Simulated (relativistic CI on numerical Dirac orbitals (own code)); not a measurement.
## L2,3 absorption of iron in several valence states

Computed multiplet spectra 2p⁶3dⁿ → 2p⁵3dⁿ⁺¹ (Dirac-Coulomb-Breit ions, Slater integrals scaled by 0.8, an assumed crystal field that grows with the charge, no charge transfer; 300 K; Lorentzian 0.4 eV and Gaussian 0.3 eV FWHM at both edges, so that L2 comes out sharper than in experiment). Peaks over 5 % are given in eV from the highest peak in the L3 region of each spectrum (height, largest 100). S of the lowest state is read from ⟨S²⟩, and the branching ratio is the share of L3, cut at the minimum between the edges.

Field parameters in Wybourne normalisation: Oh B⁴₀ = 21Dq, B⁴₄ = √(5/14) B⁴₀. The field is a parameter set, without covalency.

- Fe2+ (d6, Oh, 10Dq = 17100 cm⁻¹): S = 0.03, low spin, branching ratio 0.65; peaks -2.0 (7), 0.0 (100), 1.9 (31), 12.0 (53), 13.2 (15)
- Fe3+ (d5, Oh, 10Dq = 22050 cm⁻¹): S = 2.50, high spin, branching ratio 0.77; peaks -2.7 (42), 0.0 (100), 1.5 (23), 3.7 (7), 10.5 (13), 12.3 (9), 13.3 (15), 14.7 (11)
- Fe4+ (d4, Oh, 10Dq = 27050 cm⁻¹): S = 1.14, low spin, branching ratio 0.68; peaks -5.3 (43), -3.3 (55), -1.8 (98), -1.0 (99), 0.0 (100), 8.6 (20), 9.8 (53), 10.9 (64), 12.9 (20), 14.0 (14), 15.2 (7)
- Fe5+ (d3, Oh, 10Dq = 32000 cm⁻¹): S = 1.50, branching ratio 0.60; peaks -4.3 (38), -2.0 (46), -0.5 (69), 0.0 (76), 0.9 (67), 1.4 (68), 4.9 (10), 5.6 (8), 7.1 (7), 8.7 (19), 9.6 (42), 10.9 (100), 12.2 (35), 13.3 (32), 14.0 (45)

The centroid of the whole edge, which also moves with the branching ratio, lies at 714.8 (Fe2+), 716.2 (Fe3+), 720.4 (Fe4+), 726.1 (Fe5+) eV in this ionic model, in steps of 1.4 to 5.7 eV. Compounds show about 1 to 2 eV a unit and lower energies for the high valences, since ligands screen the charge. The multiplet shape follows the d count and the spin state, and so serves as a fingerprint of valence. Fe4+ lies at a spin crossover.
